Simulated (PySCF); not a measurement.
Ge(Me)2(OH)(NH2), SMILES [CH3][Ge]([CH3])([NH2])[OH] (C2H9GeNO) at its PBE0/def2-SVP optimised geometry (Å):

```
14

C     -0.7467     1.1853     0.0000
Ge    -0.1794    -0.6765     0.0000
C     -1.0229    -1.7283    -1.3981
N      1.6561    -0.6765     0.0000
O     -0.6759    -1.5034     1.5045
H     -0.2188     1.7534     0.7803
H     -0.5450     1.6581    -0.9734
H     -1.8268     1.2483     0.1969
H     -0.8208    -1.2993    -2.3906
H     -0.6512    -2.7632    -1.3764
H     -2.1114    -1.7534    -1.2407
H      2.1114    -1.5286    -0.3139
H      2.0982     0.1211    -0.4471
H     -0.0642    -1.2989     2.2201
```

Computed with PySCF with PBE0/def2-TZVP.

Map of the electron localisation function on the plane z = 0.6 Å:

```
|0000000000000000000000000000000|
|0000000000000000000000000000000|
|0000000000000000000000000000000|
|0000000000000000000000000000000|
|0000000000000000000000000000000|
|0000000000001244310000000000000|
|0000000000013688751000000000000|
|0000002332125899984000000000000|
|0000026886447999995000000000000|
|0000069999757999985000000000000|
|0000189999977999972000000000000|
|0000289999975798730000000000000|
|0000179999865676410000100000000|
|0000037888656776300012221000000|
|0000001333346765211245542100000|
|0000000000124321123678764200000|
|0000000000011111126889875310000|
|0000000000011122127899986310000|
|0000000000122111126889875310000|
|0000000000134211124678764200000|
|0000000000134543211356653100000|
|0000000000124554100123443100000|
|0000000000013443100001221000000|
|0000000000012221100000110000000|
|0000000000000111000000000000000|
|0000000000000000000000000000000|
|0000000000000000000000000000000|
|0000000000000000000000000000000|
|0000000000000000000000000000000|
|0000000000000000000000000000000|
|0000000000000000000000000000000|
```
Scale: ten equal steps from 0.000 (start of '0') to 0.998 (end of '9'), in the order '0123456789'; x runs from -4.50 to 4.50, y from -4.50 (bottom) to 4.50 (top).
